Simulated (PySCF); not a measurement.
## Telling isomers of C7H6O apart by NMR

- NMR shieldings at PBE0/pcSseg-1/GIAO
- coordinates at the GFN2-xTB level
- program: PySCF 2.14.0 with density-fitted response routines
- one averaged value for each set of equivalent atoms, no solvent, a single conformation, no relativistic terms

Scale: TMS for $^{1}$H (σref 31.72) and $^{13}$C (σref 186.93) (reference shieldings calculated alike). Where no couplings were computed, multiplicities follow the n + 1 count of equivalent neighbours, and m marks all less simple cases (inequivalent or close neighbours, rings, F or P nearby). Shifts are as computed. Against solution values, carbons near 30 ppm lie about +3 ppm off and those near 130 ppm about +5 ppm. Of 1211 compounds with measured shifts, 218 miss one by over three times the rms of a fit or turn the order of signals round; such compounds aren't used in these exercises.

(1) Tabulate the signals of `CC#Cc1ccco1`, `C#CC1=CCCC1=O` and their relative energies.

(2) What is the quickest way to tell CC#Cc1ccco1 from C#CC1=CCCC1=O?

Answers

(1) 
```json
{"SMILES": "CC#Cc1ccco1", "carbon types": "3×C 3×CH 1×CH3", "δC": "147.2, 143.3, 123.7, 117.7, 100.0, 77.3, 5.8", "δH": "7.40 (m, 1H), 6.85 (m, 1H), 6.62 (m, 1H), 2.30 (s, 3H)", "E rel. (kcal/mol)": "1.0"}
{"SMILES": "C#CC1=CCCC1=O", "carbon types": "3×C 2×CH 2×CH2", "δC": "207.2, 177.4, 135.4, 95.9, 80.1, 36.9, 30.9", "δH": "8.04 (t, 1H), 2.99 (s, 1H), 2.66 (m, 2H), 2.40 (m, 2H)", "E rel. (kcal/mol)": "0.0"}
```

Energies are electronic energies at PBE0/pcSseg-1 on these geometries, without zero-point or thermal terms, each for the one conformer computed, which needn't be the lowest.

(2) Both give the same number of carbon signals, but DEPT or the intensities differ. The first has a propargylic methyl carbon (CH3) at 5.8 ppm, the second a ketone carbonyl carbon (C) at 207.2 ppm. Their most deshielded carbons lie at 147.2 and 207.2 ppm. In the proton spectra the most deshielded non-exchanging signals are 7.40 (m, 1H) and 8.04 (t, 1H).
